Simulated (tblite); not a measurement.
`CN(C)C1=C[C@@H]2C=C[C@H]1C2`. Computed geometry: GFN2-xTB, gas phase.

```
atom  x, y, z in Å
C1    -2.1298    1.1919   -0.2512
N2    -1.5831   -0.1237   -0.0056
C3    -2.3144   -0.8682    0.9932
C4    -0.2126   -0.2696    0.0111
C5     0.5768   -1.0302    0.7777
C6     2.0018   -0.8427    0.2763
C7     2.3523    0.6084    0.5673
C8     1.5767    1.3597   -0.2005
C9     0.7028    0.4164   -1.0088
C10    1.7117   -0.7240   -1.2276
H11   -1.5546    1.7024   -1.0181
H12   -2.1291    1.8134    0.6552
H13   -3.1594    1.0880   -0.5978
H14   -1.9737   -1.9014    0.9866
H15   -3.3750   -0.8455    0.7424
H16   -2.1844   -0.4588    2.0040
H17    0.3275   -1.6359    1.6256
H18    2.7237   -1.5868    0.6016
H19    3.0702    0.9171    1.3040
H20    1.5035    2.4304   -0.2453
H21    0.2239    0.8286   -1.8924
H22    2.5767   -0.4221   -1.8195
H23    1.2636   -1.6205   -1.6543
```

(1) Which two atoms are farthest apart?

(2) Work out the bond lengths N2–C3, C5–C6, C6–H18, C8–H20 in pm.

(3) Where is the centre of mass (commonest isotopes), and what is the radius of gyration?

(4) What is the repulsion energy of the bare nuclei, Σ ZA·ZB/RAB?

(5) Give the dihedral angles C8–C9–C10–C6, C4–C9–C10–C6, C3–N2–C4–C5, C4–C9–C10–H22, C1–N2–C4–C9, H18–C6–C7–H19.

(6) What are the angles N2–C1–H12, H12–C1–H13, C1–N2–C4, N2–C4–C5, C10–C6–H18, C7–C8–C9, H22–C10–H23?

(7) How far apart are these pairs, which share no bond: C1···C6, N2···H23, C5···C7, C5···H12, C6···H22, C7···H23, H16···H20?

(8) How far are the heavy atoms from their best plane (unweighted least squares)?

(9) Write the matrix of distances between heavy atoms (Å, lower triangle).

Answers

(1) H15···H19, 6.71 Å; the next longest distance is 6.57 Å.

(2) For N2–C3 the difference vector is (-0.7313, -0.7445, 0.9988) Å, of length 1.4445 Å. N2–C3 144.5; C5–C6 152.2; C6–H18 108.7; C8–H20 107.4 pm.

(3) Mass 135.105 u; centre at (0.195, -0.025, -0.001) Å; Rg = √(Σ m r²/M) = 2.093 Å. As Ia + Ib + Ic = 2 Σ m r², the three principal moments sum to 1183.7 u·Å².

(4) 542.44 Eh over 253 pairs, with full nuclear charges and distances in bohr; the largest single term is 16.12 Eh (N2 with C4).

(5) C8–C9–C10–C6 53° (synclinal); C4–C9–C10–C6 -54° (synclinal); C3–N2–C4–C5 3° (synperiplanar); C4–C9–C10–H22 -171° (antiperiplanar); C1–N2–C4–C9 -42° (synclinal); H18–C6–C7–H19 -19° (synperiplanar). Dihedral signs follow IUPAC: positive where, seen along the central bond, the front bond turns clockwise onto the rear one.

(6) From the scalar product of the two bond vectors; for N2–C1–H12 it is -0.5947 Å² over 1.4457 × 1.0990 Å², cos θ = -0.3743. N2–C1–H12 112.0°; H12–C1–H13 108.4°; C1–N2–C4 118.3°; N2–C4–C5 130.8°; C10–C6–H18 118.1°; C7–C8–C9 107.0°; H22–C10–H23 110.0°.

(7) C1···C6 4.636 Å (4 bonds apart); N2···H23 3.614 Å (4 bonds apart); C5···C7 2.425 Å (2 bonds apart); C5···H12 3.927 Å (4 bonds apart); C6···H22 2.214 Å (2 bonds apart); C7···H23 3.330 Å (3 bonds apart); H16···H20 5.197 Å (6 bonds apart).

(8) 0.596 Å rms; C1 0.09, N2 0.21, C3 0.29, C4 0.13, C5 0.30, C6 0.06, C7 0.98, C8 0.55, C9 0.66, C10 1.26 Å (magnitudes).

(9) 
```
C1    0.000
N2    1.446  0.000
C3    2.414  1.445  0.000
C4    2.425  1.378  2.396  0.000
C5    3.650  2.470  2.904  1.338  0.000
C6    4.636  3.667  4.375  2.303  1.522  0.000
C7    4.593  4.044  4.913  2.767  2.425  1.521  0.000
C8    3.711  3.496  4.640  2.429  2.769  2.293  1.325  0.000
C9    3.033  2.554  3.842  1.533  2.302  2.219  2.289  1.519  0.000
C10   4.402  3.565  4.600  2.333  2.324  1.536  2.325  2.327  1.538  0.000
```

Its GFN2-xTB frequencies are all real (lowest 72 cm⁻¹).
